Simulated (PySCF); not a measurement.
Work out the structure from these simulated measurements.

Elements present: C, H, O and S. Monoisotopic mass: 114.0139 u.

* Dipole: 1.92 D [PBE0/pcSseg-1]
* 13C NMR: chemical shifts (computed TMS as zero) by class: 163.0 (1 C), 131.6 (1 C), 116.5 (1 C), 107.7 (1 C), 56.5 (1 C) ppm [GIAO PBE0/pcSseg-1]
* NMR, other nuclei: isotropic shieldings of nuclei other than C and H, by class: 249 (1 O), 313 (1 S) ppm [GIAO PBE0/pcSseg-1]
* 1H NMR: chemical shifts (computed TMS as zero) by class: 6.97 (1 H), 6.67 (1 H), 6.31 (1 H), 3.71 (3 H) ppm [GIAO PBE0/pcSseg-1]
* Rotational structure: rotational constants A, B, C: 6.533, 1.484, 1.219 GHz [PBE0-D3(BJ)/def2-SVP]

Electronic properties: PySCF, gas phase, density fitting. Levels stand in brackets. One conformer (not necessarily the lowest) at the PBE0-D3(BJ)/def2-SVP geometry, without solvent, vibrations or thermal averaging. NMR values are class means; diastereotopic atoms form classes of their own.

Question: Which formula fits the mass and the elements?

Answer: C5H6OS (calculated 114.0139). No other formula that holds each of these elements comes within 0.0003 u with a fitting electron parity and a possible valence count.

Question: Propose a structure and show how it fits.

Answer: Numbering: `[CH3:1][O:2][c:3]1[cH:4][cH:5][s:6][cH:7]1`. Its formula, C5H6OS, gives 3 degrees of unsaturation: 1 ring and 2 π bonds in the structure found (Kekulé form). 5 carbons fall into 5 classes; from least to most shielded: aromatic carbon bearing oxygen [C3] (163.0 ppm), aromatic CH next to a ring sulfur [C5] (131.6 ppm), aromatic CH carbon [C4] (116.5 ppm), aromatic CH next to a ring sulfur [C7] (107.7 ppm), methoxy carbon [C1] (56.5 ppm). Hydrogen classes from least to most shielded: 1 H on an aromatic CH next to a ring sulfur, C5 (6.97 ppm), 1 H on an aromatic CH carbon, C4 (6.67 ppm), 1 H on an aromatic CH next to a ring sulfur, C7 (6.31 ppm), 3 H on a methoxy carbon, C1 (3.71 ppm). The other shieldings belong to: 249 ppm, aryl ether oxygen [O2]; 313 ppm, thiophene-type sulfur [S6]. The optimised geometry has point group Cs and is an asymmetric top. Structure: `c1cscc1OC`. Computed isomers that give other values at the same levels: `CSc1ccoc1` (13C chemical shifts (computed TMS as zero) by class: 147.4 (1 C), 136.4 (1 C), 130.5 (1 C), 115.4 (1 C), 18.1 (1 C) ppm); `COc1cccs1` (13C chemical shifts (computed TMS as zero) by class: 175.2 (1 C), 129.2 (1 C), 117.6 (1 C), 101.6 (1 C), 57.2 (1 C) ppm). The assignments are read from this structure; whether some other isomer fits the data as well wasn't checked.

Conformer computed: `[CH3:1][O:2][c:3]1[cH:4][cH:5][s:6][cH:7]1`: C1–O2–C3–C4 1°.
